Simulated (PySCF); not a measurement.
F4HSTa, SMILES [F][Ta]([F])([F])([F])[SH], multiplicity 1. Atoms are numbered in the order given.

```xyz
7

Ta    -0.0013     0.2140     0.0000
F      1.8872     0.1005     0.0000
F     -1.8841     0.1023     0.0000
F      0.0072     1.0937    -1.6498
F      0.0072     1.0937     1.6498
S     -0.0825    -2.1738     0.0000
H      1.2603    -2.3513     0.0000
```

Geometry optimised at B3LYP-D3(BJ)/def2-SVP. The spin state was assumed, not searched. The structure was generated by enumeration; whether it is a known compound was not checked. The def2 effective core potentials stand for the cores of Ta; spin–orbit coupling is left out. One conformer was computed; it need not be the lowest.

All values below come from M06-2X/def2-TZVP (PySCF).

Atomic charges (e):

```csv
atom,Mulliken,Löwdin
Ta1,(withheld),0.75
F2,(withheld),-0.25
F3,(withheld),-0.24
F4,(withheld),-0.21
F5,(withheld),-0.21
S6,(withheld),0.09
H7,(withheld),0.07
```

Q: Some entries are withheld; supply them. (An estimate is asked for; the answer gives what the named calculation found.)

A: 
- Ta1, Mulliken: 1.68
- F2, Mulliken: -0.42
- F3, Mulliken: -0.40
- F4, Mulliken: -0.37
- F5, Mulliken: -0.37
- S6, Mulliken: -0.33
- H7, Mulliken: 0.20
